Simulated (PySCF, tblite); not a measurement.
Isomers of C5H14O2Si2, one GFN2-xTB conformer each. Single-point energies are computed at PBE0/pcSseg-1 (PySCF, gas phase, no added dispersion term), electronic only.

| SMILES | GFN2-xTB relative energy (kcal/mol) |
| --- | --- |
| CCO[Si@@H]1C[C@H](C)[SiH2]O1 | 0.0 |
| CCO[C@@H]1CC[Si@H](O)[SiH2]1 | 76.5 |
| CO[C@H]1C[C@@H]([SiH2]O[SiH3])C1 | 34.4 |
| CCO[C@@H]1C[Si@@H](O)C[SiH2]1 | 74.9 |
| CC(=O)COC[Si@H](C)[SiH3] | 120.8 |
| O[Si@@H]1CC[C@H](OC[SiH3])C1 | 66.7 |

Conformers: `[CH3:1][CH2:2][O:3][Si@@H:4]1[CH2:5][C@H:6]([CH3:7])[SiH2:8][O:9]1` with C1–C2–O3–Si4 179°, C2–O3–Si4–C5 176°, O3–Si4–C5–C6 -145°, Si4–C5–C6–C7 160°, C5–C6–Si8–O9 -27°, C6–Si8–O9–Si4 9°; `[CH3:1][CH2:2][O:3][C@@H:4]1[CH2:5][CH2:6][Si@H:7]([OH:8])[SiH2:9]1` with C1–C2–O3–C4 80°, C2–O3–C4–C5 -145°, C6–Si7–O8–H -55°, O3–C4–C5–C6 -60°, C4–C5–C6–Si7 -48°, C5–C6–Si7–O8 142°, C6–Si7–Si9–C4 6°; `[CH3:1][O:2][C@H:3]1[CH2:4][C@@H:5]([SiH2:6][O:7][SiH3:8])[CH2:9]1` with C1–O2–C3–C4 76°, C4–C5–Si6–O7 -178°, O2–C3–C4–C5 128°, C3–C4–C5–Si6 -133°, C4–C5–C9–C3 12°, O2–C3–C9–C5 -132°; `[CH3:1][CH2:2][O:3][C@@H:4]1[CH2:5][Si@@H:6]([OH:7])[CH2:8][SiH2:9]1` with C1–C2–O3–C4 -177°, C2–O3–C4–C5 -75°, C5–Si6–O7–H -61°, O3–C4–C5–Si6 -59°, C4–C5–Si6–O7 -149°, C5–Si6–C8–Si9 9°, Si6–C8–Si9–C4 15°; `[CH3:1][C:2](=[O:3])[CH2:4][O:5][CH2:6][Si@H:7]([CH3:8])[SiH3:9]` with C1–C2–C4–O5 40°, C2–C4–O5–C6 75°, C4–O5–C6–Si7 -178°, O5–C6–Si7–C8 -53°; `[OH:1][Si@@H:2]1[CH2:3][CH2:4][C@H:5]([O:6][CH2:7][SiH3:8])[CH2:9]1` with H–O1–Si2–C3 62°, C4–C5–O6–C7 75°, C5–O6–C7–Si8 178°, O1–Si2–C3–C4 -118°, Si2–C3–C4–C5 29°, C3–C4–C5–O6 60°, C4–C5–C9–Si2 50°.

Task: What does PBE0/pcSseg-1 give for the same structures?

Result: 
| SMILES | PBE0/pcSseg-1 E (Eh) | PBE0/pcSseg-1 (kcal/mol) | GFN2-xTB (kcal/mol) | point group |
| --- | --- | --- | --- | --- |
| CCO[Si@@H]1C[C@H](C)[SiH2]O1 | -927.80995 | 0.0 | 0.0 | C1 |
| CCO[C@@H]1C[Si@@H](O)C[SiH2]1 | -927.73324 | 48.1 | 74.9 | C1 |
| O[Si@@H]1CC[C@H](OC[SiH3])C1 | -927.71855 | 57.4 | 66.7 | C1 |
| CCO[C@@H]1CC[Si@H](O)[SiH2]1 | -927.71176 | 61.6 | 76.5 | C1 |
| CO[C@H]1C[C@@H]([SiH2]O[SiH3])C1 | -927.70959 | 63.0 | 34.4 | C1 |
| CC(=O)COC[Si@H](C)[SiH3] | -927.66667 | 89.9 | 120.8 | C1 |

Both levels put the same isomer lowest; measured from each level's own lowest isomer, the values differ by up to 30.9 kcal/mol (CC(=O)COC[Si@H](C)[SiH3]: 120.8 against 89.9). As drawn, the lowest has an Si–O bond, which the highest lacks; the highest has a C=O bond and an Si–Si bond, which the lowest lacks. Neighbours under 2.5 kcal/mol apart (CCO[C@@H]1CC[Si@H](O)[SiH2]1 and CO[C@H]1C[C@@H]([SiH2]O[SiH3])C1) can change places with a better method, another conformer or zero-point energy.

Task: Which frontier levels, dipoles and rotational constants go with these structures?

Result: 
```json
{"SMILES": "CCO[Si@@H]1C[C@H](C)[SiH2]O1", "HOMO (eV, PBE0/pcSseg-1)": "-7.86", "LUMO (eV)": "0.60", "dipole (D)": "0.64", "A, B, C (MHz)": "2477, 605.0, 544.2"}
{"SMILES": "CCO[C@@H]1C[Si@@H](O)C[SiH2]1", "HOMO (eV, PBE0/pcSseg-1)": "-7.32", "LUMO (eV)": "0.81", "dipole (D)": "2.32", "A, B, C (MHz)": "1593, 812.1, 655.8"}
{"SMILES": "O[Si@@H]1CC[C@H](OC[SiH3])C1", "HOMO (eV, PBE0/pcSseg-1)": "-7.56", "LUMO (eV)": "0.57", "dipole (D)": "2.86", "A, B, C (MHz)": "1766, 754.4, 642.1"}
{"SMILES": "CCO[C@@H]1CC[Si@H](O)[SiH2]1", "HOMO (eV, PBE0/pcSseg-1)": "-6.71", "LUMO (eV)": "-0.22", "dipole (D)": "2.24", "A, B, C (MHz)": "1984, 676.5, 649.4"}
{"SMILES": "CO[C@H]1C[C@@H]([SiH2]O[SiH3])C1", "HOMO (eV, PBE0/pcSseg-1)": "-7.13", "LUMO (eV)": "0.28", "dipole (D)": "1.40", "A, B, C (MHz)": "3820, 399.8, 385.5"}
{"SMILES": "CC(=O)COC[Si@H](C)[SiH3]", "HOMO (eV, PBE0/pcSseg-1)": "-7.05", "LUMO (eV)": "-0.68", "dipole (D)": "2.07", "A, B, C (MHz)": "2080, 454.9, 417.8"}
```

Task: What happens when harmonic zero-point energies from GFN2-xTB frequencies are added?

Result: 
```
                          SMILES  ZPE (kcal/mol)  electronic (kcal/mol)  with ZPE (kcal/mol)
    CCO[Si@@H]1C[C@H](C)[SiH2]O1           114.4                    0.0                  0.0
   CCO[C@@H]1C[Si@@H](O)C[SiH2]1           112.3                   48.1                 46.0
    O[Si@@H]1CC[C@H](OC[SiH3])C1           111.5                   57.4                 54.5
    CCO[C@@H]1CC[Si@H](O)[SiH2]1           113.2                   61.6                 60.4
CO[C@H]1C[C@@H]([SiH2]O[SiH3])C1           109.9                   63.0                 58.5
        CC(=O)COC[Si@H](C)[SiH3]           108.5                   89.9                 84.0
```

The zero-point energies span 5.9 kcal/mol. The lowest isomer stays, but the order above it changes.
